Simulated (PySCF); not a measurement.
## Trend along the third period: MTl cations

PBE0 with double-zeta basis sets in PySCF, for the lowest determinant that a PBE0 search found; no spin–orbit coupling. De refers to high-spin ground-configuration atoms (the charge goes to the atom of lower measured ionisation energy or higher electron affinity, which is not always the lowest computed limit). A positive dipole points towards Tl; it is taken about the centre of mass and depends on that origin.

```tsv
M	basis	charged atom	state (unpaired electrons)	Re (Å)	ωe (cm⁻¹)	De (eV)	μ (D)
Na	cc-pVDZ/cc-pVDZ-PP	Na+	doublet (σ ↑)	3.612	92.0	n/a	-8.99
Mg	def2-SVP	Tl+	singlet (closed shell)	3.348	122	n/a	-5.20
Al	def2-SVP	Al+	doublet (σ ↑)	3.457	105	n/a	-5.07
Si	def2-SVP	Tl+	triplet (σ ↑, π ↑)	3.215	115	n/a	-2.67
P	def2-SVP	Tl+	quartet (σ ↑, π ↑↑)	3.157	99.8	n/a	-0.74
S	cc-pVDZ-PP/cc-pV(D+d)Z	Tl+	triplet (π ↑↑)	3.207	117	n/a	-0.75
Cl	def2-SVP	Tl+	doublet (π ↑)	3.187	102	n/a	0.37
```

The shortest bond is that of TlP⁺ (3.157 Å), the longest that of NaTl⁺ (3.612 Å).

The rows differ in basis set, which adds steps of its own.

The state changes along the series, so neighbouring rows are not always alike in their bonding.

Closed-shell solutions of metal pairs were not tested for spin polarisation, which can lower them a little. Spin–orbit coupling is left out, which matters for elements this heavy, above all for dissociation energies. States were picked by a PBE0 search and need not be the measured ground states.
